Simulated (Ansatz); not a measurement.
`[Cl][GaH][GeH3]` + `[SnH4]` → `[GeH3][SnH3]` + `[Cl][GaH2]`  (formal exchange of groups at a Ge–Ga bond)

Program: Ansatz. Geometries: PBE0-D4/def2-TZVP. ΔE: electronic, gas phase. CBS: MP2 limit from def2 TZ/QZ plus the TZ coupled-cluster correction, frozen cores. DFT in def2-TZVPP. HSE06 is defined as in plane-wave codes. Elements past krypton have def2 core potentials. For Ga, Ge, Sn outer-core shells are correlated without core-valence functions, which leaves a few kJ/mol of doubt a bond. Scalar relativity is left out up to krypton.

| level | ΔE (kJ/mol) | difference from CCSD(T)/CBS |
| --- | --- | --- |
| LDA (SPW92) | -2.7 | 5.7 |
| BLYP-D4 | -1.9 | 6.5 |
| PBE0-D4 | -4.0 | 4.4 |
| ωB97M-V | -5.4 | 3.0 |
| B2PLYP | -4.8 | 3.6 |
| HSE06 | -4.5 | 3.9 |
| RPA@PBE/def2-TZVPP | -0.9 | 7.5 |
| MP2/def2-SVP | -6.7 | 1.7 |
| CCSD/def2-SVP | -5.8 | 2.6 |
| CCSD(T)/def2-SVP | -5.3 | 3.1 |
| SCS-MP2/def2-TZVPP | -5.4 | 3.0 |
| CCSD(T)/def2-TZVPP | -2.2 | 6.2 |
| HF/def2-QZVPP | -8.3 | 0.1 |
| MP2/def2-QZVPP | -10.6 | -2.2 |
| MP2/CBS(def2) | -12.7 | -4.3 |
| CCSD/CBS(def2) | -9.0 | -0.6 |
| CCSD(T)/CBS | -8.4 | 0 |

Largest T1 diagnostic among the species: 0.013.

Leaving LDA and LC-ωPBE aside and taking each functional with its dispersion term where it has one, the values, not all of them listed here, spread over 4.6 kJ/mol, from PBE-QIDH to B97M-V. At CCSD(T), def2-SVP lies +3.1 kJ/mol from the extrapolated value and def2-TZVPP +6.2 kJ/mol.
